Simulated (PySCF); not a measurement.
C₃H₆O₂Si.

```xyz
12

O     -2.1132     1.0311    -0.1338
C     -1.0676     0.4524    -0.0970
C     -0.8948    -1.0661     0.0579
C      0.5370    -1.4208     0.5086
Si     1.5076     0.0969    -0.0674
O      0.1301     1.0946    -0.2311
H     -1.1131    -1.4961    -0.9351
H     -1.6805    -1.4336     0.7333
H      0.5954    -1.4930     1.6069
H      0.8878    -2.3788     0.0993
H      2.1832    -0.0466    -1.3842
H      2.4368     0.6922     0.9249
```

Coordinates come from a B3LYP-D3(BJ)/def2-SVP optimisation. The values are those of a single conformer.

These are PBE0/pcSseg-1 (PySCF) values and carry that method's errors. Non-relativistic, no solvent.

Computed absolute GIAO shielding of each atom: isotropic value and principal components (ppm):
```tsv
atom	σ(iso)	σ11	σ22	σ33	span
O1	-128.0	-427.3	-244.5	287.8	715.1
C2	7.9	-91.6	45.9	69.3	160.9
C3	154.4	135.2	152.3	175.8	40.6
C4	178.5	161.3	177.8	196.3	35.0
Si5	346.6	311.5	324.0	404.2	92.8
O6	119.6	-95.6	209.4	245.1	340.8
H7	29.0	24.9	27.6	34.6	9.7
H8	28.8	24.0	27.7	34.6	10.5
H9	30.0	25.4	27.4	37.2	11.8
H10	30.2	25.9	27.3	37.5	11.7
H11	26.2	23.3	24.0	31.5	8.2
H12	26.2	23.3	23.9	31.3	8.0
```
